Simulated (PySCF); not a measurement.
Correlation energy of P (phosphorus, neutral)

[Ne] 3s2 3p3, high-spin 4S determinant. All numbers are calculated (PySCF 2.14, no relativity, point nucleus, in pcseg-2 (5s4p2d1f, 34 functions)). Frozen: [Ne]; 5 electrons correlated.

MP2 pair energies summed by pair of shells (mhartree):

| pair | energy | share (%) |
| --- | --- | --- |
| 3s-3p | -49.35 | 65.6 |
| 3p-3p | -15.71 | 20.9 |
| 3s-3s | -10.18 | 13.5 |

Total MP2 correlation energy: -75.24 mhartree.

Same-spin part -19.47 and opposite-spin part -55.76 mhartree; SCS-MP2 scales them by 1/3 and 6/5 to -73.41 mhartree.

```json
{"level": "CCSD", "correlation energy (mhartree)": "-92.00"}
{"level": "(T)", "correlation energy (mhartree)": "-2.81"}
{"level": "CCSD(T)", "correlation energy (mhartree)": "-94.81"}
```

Diagnostics: T1 = 0.0071, D1 = 0.0111, largest double amplitude 0.055.

Cost of the coupled-cluster step: 0.51 s of wall time on 1 thread of Neoverse-N1 (shared host), for 5 correlated electrons.

Iterations:

```
CC2 = 0
CCSD nocc = (np.int64(4), np.int64(1)), nmo = (29, 29)
frozen orbitals [[0, 1, 2, 3, 4], [0, 1, 2, 3, 4]]
max_cycle = 100
direct = 0
conv_tol = 1e-08
conv_tol_normt = 1e-06
diis_space = 8
diis_start_cycle = 0
Init t2, MP2 energy = -0.075237091139073
Init E_corr(UCCSD) = -0.0752370911392842
cycle = 1  E_corr(UCCSD) = -0.0881803142856671  dE = -0.0129432231  norm(t1,t2) = 0.0415711
cycle = 2  E_corr(UCCSD) = -0.0909357594009721  dE = -0.00275544512  norm(t1,t2) = 0.0118254
cycle = 3  E_corr(UCCSD) = -0.092012687124307  dE = -0.00107692772  norm(t1,t2) = 0.00402027
cycle = 4  E_corr(UCCSD) = -0.0920007368326818  dE = 1.19502916e-05  norm(t1,t2) = 0.000439194
cycle = 5  E_corr(UCCSD) = -0.0920010088147486  dE = -2.71982067e-07  norm(t1,t2) = 5.27953e-05
cycle = 6  E_corr(UCCSD) = -0.0920007078346588  dE = 3.0098009e-07  norm(t1,t2) = 1.02954e-05
cycle = 7  E_corr(UCCSD) = -0.0920009033816369  dE = -1.95546978e-07  norm(t1,t2) = 2.52464e-06
cycle = 8  E_corr(UCCSD) = -0.0920008160650914  dE = 8.73165455e-08  norm(t1,t2) = 3.05902e-07
cycle = 9  E_corr(UCCSD) = -0.0920008264247089  dE = -1.03596174e-08  norm(t1,t2) = 5.43046e-08
cycle = 10  E_corr(UCCSD) = -0.0920008322592932  dE = -5.83458433e-09  norm(t1,t2) = 2.24723e-08
UCCSD converged
E(UCCSD) = -340.8012135636906  E_corr = -0.0920008322592932
UCCSD(T) correction = -0.00281028382109205
```
